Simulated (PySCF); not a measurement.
Species: C₂H₈SSi₂.
Z-matrix (Å and degrees, PBE0-D3(BJ)/def2-SVP geometry), rows numbered from 1:
```
C 
C   1  1.4925
S   2  1.6292  1  123.47
Si  2  1.9051  1  119.83  3   177.02
Si  4  2.3446  2  105.20  1  -104.94
H   1  1.1046  2  109.56  3   116.50
H   1  1.0992  2  111.66  3    -4.79
H   1  1.1041  2  110.44  3  -127.32
H   4  1.5004  2  110.92  1    14.16
H   4  1.4914  2  109.70  1   134.83
H   5  1.4959  4  111.50  2   175.32
H   5  1.4934  4  109.14  2   -63.46
H   5  1.4966  4  108.76  2    55.51
```

Method: PBE0-D3(BJ)/def2-SVP geometry optimisation, gas phase (PySCF 2.14.0).

Take the most abundant isotopes and a rigid rotor. The values belong to one conformer with, in the numbering `[CH3:1][C:2](=[S:3])[SiH2:4][SiH3:5]`, C1–C2–Si4–Si5 -105°.

**Question.** What are A, B and C (MHz)?

**Answer.** Ia = 153.18, Ib = 365.09, Ic = 422.62 u·Å²; 505379 MHz·u·Å²/I gives A = 3299, B = 1384, C = 1196 MHz.

**Question.** What kind of rotor is it?

**Answer.** An asymmetric top; Ray's κ = -0.821.

**Question.** Is it planar, by Δ = Ic − Ia − Ib?

**Answer.** Not planar: Δ = Ic − Ia − Ib = -95.65 u·Å². For a rigid frame Δ = −2 Σ m c², so Σ m c² = 47.82 u·Å² lies off the ab plane: 13.97 from hydrogen and 33.85 from heavier atoms. The atom farthest from that plane is 2.21 Å away.

**Question.** Give the other two planar moments, Paa and Pbb, and the rms extents of the mass along the axes.

**Answer.** Paa = Σ m a² = (Ib + Ic − Ia)/2 = 317.27 and Pbb = Σ m b² = (Ia + Ic − Ib)/2 = 105.35 u·Å². With the mass M = 119.99 u, the rms extents √(P/M) along a, b and c are 1.63, 0.94, 0.63 Å.

**Question.** Which lines would a microwave search look for?

**Answer.** The dipole components are |μa| = 0.33 D, |μb| = 1.89 D, |μc| = 0.44 D. Intensities carry the squares of the components, which stand as 0.03 : 1.00 : 0.05 (a : b : c). Some lines, for components of 0.1 D or more:

| type | branch | J(Ka,Kc) | MHz | lower level (cm⁻¹) |
| --- | --- | --- | --- | --- |
| a | Q | 2(1,1) ← 2(1,2) | 565 | 0.316 |
| c | Q | 2(1,2) ← 2(0,2) | 1740 | 0.258 |
| c | Q | 1(1,1) ← 1(0,1) | 1915 | 0.086 |
| b | Q | 1(1,0) ← 1(0,1) | 2104 | 0.086 |
| b | R | 2(0,2) ← 1(1,1) | 3232 | 0.150 |
| b | R | 1(1,1) ← 0(0,0) | 4495 | 0.000 |
| c | R | 1(1,0) ← 0(0,0) | 4684 | 0.000 |
| a | R | 2(1,2) ← 1(1,1) | 4972 | 0.150 |
| a | R | 2(0,2) ← 1(0,1) | 5147 | 0.086 |
| c | Q | 2(2,1) ← 2(1,1) | 5745 | 0.335 |
| b | Q | 2(2,1) ← 2(1,2) | 6311 | 0.316 |
| c | R | 2(1,1) ← 1(0,1) | 7452 | 0.086 |
| b | R | 2(2,1) ← 1(1,0) | 11094 | 0.156 |
| c | R | 2(2,0) ← 1(1,0) | 11107 | 0.156 |
| c | R | 2(2,1) ← 1(1,1) | 11282 | 0.150 |
| b | R | 2(2,0) ← 1(1,1) | 11295 | 0.150 |

**Question.** Estimate the classical rotational partition function at 25 K, 50 K and 500 K.

**Answer.** Point group C1, symmetry number σ = 1; q = (√π/σ)·√((kT/h)³/(ABC)), k/h = 20836.6 MHz/K: 9020 at 25 K, 25500 at 50 K, 807000 at 500 K.

Stationary, but not proved a minimum. No vibrational averaging or centrifugal distortion is included, and the geometry carries the error of its method. A rigid rotor knows nothing of internal rotation, which can split or shift real lines.
